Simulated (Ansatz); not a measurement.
Total energies of ClFH4SiSn (`[F][SnH]([SiH3])[Cl]`).

Cartesian coordinates in Å:
```
F 2.3958 0.6871 0.0507
Sn 0.7631 0.1141 0.8883
Si -1.0186 0.0667 -0.9525
Cl 1.2034 -2.0745 1.5427
H 0.6719 1.0432 2.3126
H -1.2309 1.4496 -1.4453
H -2.2690 -0.4721 -0.3646
H -0.5157 -0.8141 -2.0319
```

The species carries charge 0 and has multiplicity 1. Correlated methods include outer-core shells of Sn, which these sets cover unevenly. Sn takes the def2 core potential. The structure was optimised at the PBE0-D4/def2-TZVP level. Basis def2-TZVPP, Ansatz.

RPA on PBE orbitals: Hartree–Fock energy of these orbitals -1063.63026 Eh, correlation -1.40753 Eh (frozen core).

| functional | energy without D4 (Eh) | D4 term (kJ/mol) |
| --- | --- | --- |
| LDA (SPW92) | -1062.72819 | – |
| PBE | -1065.94055 | -18.7 |
| BLYP | -1066.31025 | -39.0 |
| r2SCAN | -1066.36714 | -4.4 |
| B97M-V | -1066.15947 | – |
| B3LYP | -1066.49779 | -30.5 |
| r2SCANh | -1066.34658 | -4.8 |
| r2SCAN0 | -1066.31717 | -5.4 |
| HSE06 (plane-wave form) | -1065.99726 | -15.4 |
| LC-ωPBE | -1066.15191 | – |
| ωB97X-V | -1066.21988 | – |
| ωB97M-V | -1066.25652 | – |
| B2PLYP | -1065.86797 | – |
| PBE-QIDH | -1065.64177 | – |

Give the same for revPBE, PBE0, BHLYP, CAM-B3LYP. (An estimate is asked.)

The calculation gave: 
```
functional  energy without D4 (Eh)  D4 term (kJ/mol)
    revPBE             -1066.24872             -44.2
      PBE0             -1066.01769             -16.1
     BHLYP             -1066.27667             -28.1
 CAM-B3LYP             -1066.36463             -16.9
```

B3LYP takes the VWN-RPA correlation (the form of Gaussian; ORCA's B3LYP/G). HSE06 is the plane-wave form, built on full-range PBE exchange. The double hybrids freeze the cores in their second-order part.

LC-ωPBE has ω = 0.4 bohr⁻¹.
